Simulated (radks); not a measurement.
Task: Os IV, configuration [Kr] 4d10 4f14 5s2 5p5.75 5d5 6p0.25 (fractional occupations, a model configuration). All-electron calculation, Dirac Kohn-Sham, PBE, spin-unpolarised, spherical densities, point nucleus; open shells fill j = l - 1/2 first. Program: a radial shooting solver on a logarithmic mesh with Libxc functionals.

Spin-orbit splittings of the eigenvalues, e(l+1/2) - e(l-1/2), with zeta = 2 splitting/(2l+1) and mean radii in bohr:

| shell | occ. | splitting (eV) | zeta (eV) | <r> j=l-1/2 | <r> j=l+1/2 |
|---|---|---|---|---|---|
| 2p | 6 | 1531 | 1021 | 0.06130 | 0.06950 |
| 3p | 6 | ? | ? | 0.1835 | 0.1986 |
| 3d | 10 | 72.33 | 28.93 | 0.1734 | 0.1781 |
| 4p | 6 | 78.44 | 52.30 | 0.4357 | 0.4692 |
| 4d | 10 | 14.53 | 5.811 | 0.4824 | 0.4937 |
| 4f | 14 | 2.809 | 0.8027 | 0.5516 | 0.5597 |
| 5p | 5.75 | 12.46 | 8.304 | 1.092 | 1.186 |
| 5d | 5 | 1.299 | 0.5195 | 1.571 | 1.615 |
| 6p | 0.25 | 1.750 | 1.167 | 2.834 | 3.034 |

Estimate the 3p splitting.

Result: 334.0 eV (zeta = 222.7 eV).
